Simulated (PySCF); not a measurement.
**Working out the ionisation energy of Sc**

Sc [Ar] 3d1 4s2 (2D) → Sc⁺ [Ar] 3d1 4s1 (3D). Computed with PySCF 2.14 in aug-cc-pVTZ with one added diffuse shell each of s, p, d, f, g type (9s8p6d4f3g, 118 functions), with no relativity, point nucleus. Frozen: [Ar]. Energies in hartree (1 hartree = 27.21139 eV):

| part | Sc (lower) | Sc⁺ (upper) |
| --- | --- | --- |
| UHF | -759.739646 | -759.542599 |
| MP2 opposite-spin | -0.026398 | 0.000000 |
| MP2 same-spin | -0.003084 | -0.003294 |

**Question.** What does Hartree-Fock give?

**Answer.** (-759.542599) − (-759.739646) = 0.197047 hartree = 5.362 eV.

**Question.** What do MP2 and SCS-MP2 (6/5 opposite-spin, 1/3 same-spin) give?

**Answer.** The opposite-spin parts differ by 0.718 eV and the same-spin parts by -0.006 eV. MP2: 5.362 + (0.718) + (-0.006) = 6.074 eV. SCS-MP2: 5.362 + 1.2 × (0.718) + (-0.006)/3 = 6.222 eV.

Measured between the centres of the two terms (NIST): 6.562 eV, so MP2 (valence) is off by -0.488 eV.

The calculation is non-relativistic.

What remains against the reference includes basis incompleteness, the frozen core and correlation beyond second order.
